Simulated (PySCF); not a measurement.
**From computed data to an observable: chemical shift, span and skew from a shielding tensor**

Al(H)2(vinyl) (C2H5Al), SMILES [AlH2][CH]=C. Atoms are numbered in the order given.

```xyz
8

Al    -0.0834     1.1721     0.0000
H     -1.6599     1.3682     0.0000
H      0.8992     2.4192     0.0000
C      0.5695    -0.6526     0.0000
C     -0.3035    -1.6650     0.0000
H      1.6270    -0.9168     0.0000
H      0.0003    -2.7106     0.0000
H     -1.3782    -1.4925     0.0000
```

Coordinates come from a PBE0-D3(BJ)/def2-TZVP optimisation.

GIAO shieldings from B3LYP/pcSseg-2 in PySCF, non-relativistic, no solvent. The symmetric part of the tensor of C4 has the principal values -110.8, -3.2, 178.8 ppm. The same nucleus in TMS has σ = 181.3 ppm at this level (PySCF, at its B3LYP-D3(BJ)/def2-TZVP geometry).

Q: Work out the isotropic shielding, the ¹³C shift against TMS, the span and the skew.

A: 
σ(iso) = (σ11 + σ22 + σ33)/3 = 21.6 ppm. δ = σ(ref) − σ(iso) = 181.3 − (21.6) = 159.7 ppm.
Span Ω = σ33 − σ11 = 289.6 ppm. Skew κ = 3(σ(iso) − σ22)/Ω = 0.26. Tumbling in solution averages the tensor to δ; in a static solid the shielding alone would spread this spin-1/2 line over Ω.
